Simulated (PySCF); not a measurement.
Screening by computed properties: pick the candidate that meets the target.

Each SMILES stands for a single optimised conformer of the isolated species, non-relativistic unless stated. Electronic properties by PySCF.

The conformers computed, where there is a choice (atom-mapped SMILES and torsion angles):
- `[CH3:1][P:2]([CH3:3])[CH2:4][P:5]([CH3:6])([CH3:7])=[S:8]`: C1–P2–C4–P5 -177°, P2–C4–P5–C6 -153°
- `[CH3:1][O:2][c:3]1[cH:4][c:5]([OH:6])[cH:7][c:8]([O:9][CH3:10])[cH:11]1`: C1–O2–C3–C4 180°, C7–C8–O9–C10 0°, H–O6–C5–C4 0°
- `[CH3:1][SiH:2]([CH3:3])/[CH:4]=[CH:5]/[C:6](=[O:7])[CH:8]=[O:9]`: C1–Si2–C4–C5 -121°, C4–C5–C6–O7 0°, C5–C6–C8–O9 0°
- `[CH3:1][O:2][C@@H:3]1[CH2:4][C@H:5]1[C:6]1=[CH:7][O:8][CH:9]=[CH:10][O:11]1`: C1–O2–C3–C4 154°, C4–C5–C6–C7 31°

Question: Wanted: HOMO–LUMO gap below 6 eV (PBE0/pcSseg-1) and HOMO energy above -7 eV (PBE0/pcSseg-1), at GFN2-xTB geometries. Which candidate meets both?
A. `[SiH3]P`
B. `COc1cc(O)cc(OC)c1`
C. `C[SiH](C)/C=C/C(=O)C=O`
D. `CP(C)CP(C)(C)=S`
E. `CO[C@@H]1C[C@H]1C1=COC=CO1`

Answer: E. Computed values:
```
                   species  HOMO–LUMO gap  HOMO energy
    C[SiH](C)/C=C/C(=O)C=O        4.31 eV     -7.39 eV
CO[C@@H]1C[C@H]1C1=COC=CO1        5.25 eV     -5.37 eV
         COc1cc(O)cc(OC)c1        6.64 eV     -6.23 eV
           CP(C)CP(C)(C)=S        7.15 eV     -6.33 eV
                   [SiH3]P        7.98 eV     -7.53 eV
```
